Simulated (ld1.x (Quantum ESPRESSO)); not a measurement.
platinum: one change to a TM potential, before and after

platinum (Pt), norm-conserving Troullier–Martins (Kleinman–Bylander form), made with ld1.x (Quantum ESPRESSO) 7.5 (LDA (PZ), fully relativistic). Core [Kr] 4d10 4f14 5s2, reference 5p6 5d10 6s0 6p0. Waves: 5p (bound): rc 1.35 bohr; 5d (bound): rc 2.05 bohr; 5f channel at -0.1 Ry: rc 2.35 bohr; 6s (bound, empty): rc 2.25 bohr. Local part: the s channel. Core correction: a·sin(br)/r model core, default radius (core density twice the valence density).

Open shells are filled in proportion to 2j + 1 (rel_dist='average').

All-electron outer shells of the reference configuration (LDA (PZ), scalar-relativistic, ld1.x):

```json
{"shell": "5s", "level (eV)": "-99.83", "outermost node (bohr)": "0.49", "outermost maximum (bohr)": "0.87"}
{"shell": "4f", "level (eV)": "-68.07", "outermost node (bohr)": "–", "outermost maximum (bohr)": "0.38"}
{"shell": "5p", "level (eV)": "-54.03", "outermost node (bohr)": "0.53", "outermost maximum (bohr)": "0.98"}
{"shell": "6s", "level (eV)": "-5.22", "outermost node (bohr)": "1.14", "outermost maximum (bohr)": "2.44"}
{"shell": "5d", "level (eV)": "-4.72", "outermost node (bohr)": "0.57", "outermost maximum (bohr)": "1.28"}
{"shell": "6p", "level (eV)": "-0.64", "outermost node (bohr)": "1.37", "outermost maximum (bohr)": "3.78"}
```

Change: functional PBE.

Cutoffs: the cutoffs (Ry, on a coarse ladder) from which the occupation-weighted sum of valence levels, in a spherical-Bessel basis at the reference potential, stays within 10 and 1 mRy of its value at 400 Ry; they do not see the model core or the augmentation charge, which bear on the density cutoff. Errors are all-electron minus pseudo energies relative to the spin-unpolarised reference configuration.

Problem. Predict the effect on cutoff, ghosts and configuration errors.

Solution. The potential gets neither clearly harder nor softer (100 Ry and 140 Ry → 100 Ry and 140 Ry); the errors of the 7 common tests hardly move; neither file shows a bound ghost at the reference potential, the only one tested.

```tsv
quantity	base	changed
cutoff, loose	100 Ry	100 Ry
cutoff, tight	140 Ry	140 Ry
bound ghosts	none	none
error for 5p6 5d9 6s1 6p0, meV [ΔE -0.03 → 0.04 eV]	-35	-37
error for 5p6 5d9 6s0 6p0, meV [ΔE 9.53 → 9.25 eV]	-22	-22
error for 5p6 5d8 6s0 6p0, meV [ΔE 29.80 → 29.23 eV]	-125	-129
error for 5p6 5d8 6s1 6p0, meV [ΔE 11.41 → 11.23 eV]	-125	-130
error for 5p6 5d9 6s0.5 6p0, meV [ΔE 3.84 → 3.74 eV]	-25	-26
error for 5p6 5d8 6s2 6p0, meV [ΔE 0.92 → 1.06 eV]	-158	-169
error for 5p6 5d6 6s0 6p0, meV [ΔE 108.24 → 107.08 eV]	-738	-772
s: phases at 2.55 bohr within 0.05 rad from the reference energy up to (Ry; the scan ends near 5)	3.2	3.2
p1/2: phases at 2.55 bohr within 0.05 rad from the reference energy up to (Ry; the scan ends near 5)	-1.1	-1.1
p3/2: phases at 2.55 bohr within 0.05 rad from the reference energy up to (Ry; the scan ends near 5)	-0.7	-0.7
d3/2: phases at 2.55 bohr within 0.05 rad from the reference energy up to (Ry; the scan ends near 5)	1.5	1.5
d5/2: phases at 2.55 bohr within 0.05 rad from the reference energy up to (Ry; the scan ends near 5)	1.6	1.7
f5/2: phases at 2.55 bohr within 0.05 rad from the reference energy up to (Ry; the scan ends near 5)	2.0	2.0
f7/2: phases at 2.55 bohr within 0.05 rad from the reference energy up to (Ry; the scan ends near 5)	5.0	5.0
```

Base: These tests converged, but a pseudo level misses the all-electron one widely, so the file describes the atom poorly there or has found another state: 5p6 5d8 6s0 6p0: empty 6p by 2.1 eV; 5p6 5d6 6s0 6p0: empty 6p by 4.2 eV. Changed file: These tests converged, but a pseudo level misses the all-electron one widely, so the file describes the atom poorly there or has found another state: 5p6 5d8 6s0 6p0: empty 6p by 2.0 eV; 5p6 5d6 6s0 6p0: empty 6p by 4.0 eV.
